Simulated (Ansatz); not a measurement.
Scan of H₂Mg, singlet: symmetric bend, bond length relaxed. Scanned: H-Mg-H angle. Other coordinates (Mg-H bond length) were minimised at B3LYP/def2-TZVP.

The free coordinates were minimised at B3LYP/def2-TZVP in PySCF; the energy column is Ansatz (a first-principles code) with full CI/cc-pVQZ, frozen core, in kcal/mol.

```tsv
a / °	Mg-H bond length / Å	E
180	1.700	0.0
171.28	1.700	0.3
160.20	1.701	1.3
147.73	1.703	3.6
139.61	1.706	5.7
132.34	1.708	8.1
117.84	1.715	14.2
112.05	1.719	17.3
101.47	1.728	23.9
92.21	1.738	31.1
77.68	1.760	45.4
69.63	1.773	55.4
60	1.784	69.6
```
